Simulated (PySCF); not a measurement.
C4H5, SMILES C=CC=[CH], multiplicity 2. Atoms are numbered in the order given.

```xyz
9

C     -0.0295     1.9309     0.0000
C      0.4259     0.6881     0.0000
C     -0.4104    -0.5183     0.0000
C      0.0802    -1.7674     0.0000
H     -0.9957     2.4374     0.0000
H      1.5134     0.5181     0.0000
H     -1.4948    -0.3609     0.0000
H      1.1585    -1.9557     0.0000
H     -0.5786    -2.6390     0.0000
```
Charge 0, spin multiplicity 2.

Coordinates come from a B3LYP-D3(BJ)/def2-SVP optimisation. The isomer is the one that the SMILES or the coordinates give; other isomers of the formula were not compared. One conformer was computed; it need not be the lowest.

Two levels are set side by side: PBE/pcH-1 (PySCF) and PBE0/pcH-1 (PySCF). Contact hyperfine couplings, same geometry. Differences are taken from unrounded values.

```json
[
 {"quantity": "A(iso) of 13C, atom C1 (MHz)", "PBE0": "356.0"},
 {"quantity": "A(iso) of 13C, atom C2 (MHz)", "PBE0": "-17.3"},
 {"quantity": "A(iso) of 13C, atom C3 (MHz)", "PBE0": "91.6"},
 {"quantity": "A(iso) of 13C, atom C4 (MHz)", "PBE0": "-3.7"},
 {"quantity": "A(iso) of 1H, atom H5 (MHz)", "PBE0": "29.4"},
 {"quantity": "A(iso) of 1H, atom H6 (MHz)", "PBE0": "98.5"},
 {"quantity": "A(iso) of 1H, atom H7 (MHz)", "PBE0": "-8.5"},
 {"quantity": "A(iso) of 1H, atom H8 (MHz)", "PBE0": "5.8"},
 {"quantity": "A(iso) of 1H, atom H9 (MHz)", "PBE0": "11.4"}
]
```

### Question
What does PBE give, and how far is it from PBE0? (Estimate from the structure and the level; the computed values follow.)

### Answer

```tsv
quantity	PBE	PBE minus PBE0
A(iso) of 13C, atom C1 (MHz)	329.8	-26.2
A(iso) of 13C, atom C2 (MHz)	-6.7	10.6
A(iso) of 13C, atom C3 (MHz)	88.2	-3.4
A(iso) of 13C, atom C4 (MHz)	1.1	4.8
A(iso) of 1H, atom H5 (MHz)	39.0	9.6
A(iso) of 1H, atom H6 (MHz)	100.7	2.1
A(iso) of 1H, atom H7 (MHz)	-5.9	2.6
A(iso) of 1H, atom H8 (MHz)	3.0	-2.8
A(iso) of 1H, atom H9 (MHz)	9.6	-1.8
```

Rough cost on one machine, each run with all the roots and properties that it gave: PBE0 against PBE within a factor of 2.
